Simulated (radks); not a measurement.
Problem. The lutetium ion Lu12+ is in [Kr] 4d10 4f(5/2: 6, 7/2: 5) 5s2. All-electron calculation, Dirac Kohn-Sham, PBE, spin-unpolarised, spherical densities, finite nucleus; Fermi nuclear charge, rms radius of each element as measured or else 0.836 A^(1/3) + 0.57 fm. Program: a radial shooting solver on a logarithmic mesh with Libxc functionals. Sub-shells are occupied by j as written (lower j first in brackets). One electron is removed from 4f5/2, 4f7/2, 4d5/2, 5s1/2 in turn, with full relaxation. Which removal costs least, and what does each cost?

Solution. 4f7/2 251.11 eV; 4f5/2 253.10 eV; 5s1/2 272.87 eV; 4d5/2 436.00 eV. The 4f7/2 electron leaves first.
